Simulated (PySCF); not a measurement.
Species: C6H9O2 (doublet state).
Z-matrix (Å and degrees, GFN2-xTB geometry), rows numbered from 1:
```
C 
C   1  1.3661
C   2  1.3911  1  122.64
O   3  1.3608  2  121.21  1     0.06
C   4  1.3327  3  119.21  2  -179.76
O   5  1.1994  4  126.45  3    -0.07
C   2  1.5081  1  120.65  3   177.90
C   7  1.5286  2  110.58  1   -94.75
H   1  1.0746  2  121.11  3     0.31
H   1  1.0744  2  121.17  3  -179.86
H   3  1.0810  2  122.71  1  -179.66
H   5  1.1004  4  108.58  3  -179.97
H   7  1.0902  2  109.33  1    25.74
H   7  1.0909  2  109.86  1   144.46
H   8  1.0875  7  110.36  2    59.68
H   8  1.0872  7  110.41  2   179.73
H   8  1.0873  7  110.45  2   -60.12
```

The hyperfine couplings belong to this conformer and change with its torsions.

The species is `O=CO/C=C(\[CH2])CC` [radical].

The calculation used PySCF 2.14.0, UKS B3LYP, pcH-1 on C H O, non-relativistic, mean-field spin-orbit, GIAO. Geometry: GFN2-xTB, one conformer, isolated molecule. Couplings are sensitive to structure, and on GFN2-xTB geometries they can be far from those on DFT ones. Stability of the SCF solution: not tested. ⟨S²⟩ is 0.775 where a pure state has 0.75.

Largest spin populations (Mulliken): C3 (+0.64), C1 (+0.63) and C2 (-0.25). The positive populations add up to 1.35 and the negative ones to -0.35, together 2S = 1. The angles at C3 add up to 360.0°, so it is planar; its axial dipolar tensor and the negative coupling of its proton fit spin in a p orbital normal to that plane.

(1) McConnell's relation a(H) = Q·ρ ties the coupling of a proton on a planar π carbon to the spin population of that carbon. What Q do the computed values give?

Answers

(1) 
| H | C | ρ(C) | a(H) (G) | a/ρ (G) |
| --- | --- | --- | --- | --- |
| H9 | C1 | +0.630 | -13.12 | -20.8 |
| H10 | C1 | +0.630 | -13.65 | -21.7 |
| H11 | C3 | +0.638 | -16.38 | -25.7 |

A least-squares line through the origin gives Q = -22.7 G with Mulliken populations.

Couplings in gauss use g_iso = 2.0027.

The run took 70 s of wall time (with the writing of density and orbital grids) on INTEL XEON PLATINUM 8581C at 2.10 GHz, one thread, no GPU (shared host), and the process peaked at 0.97 GiB of memory.
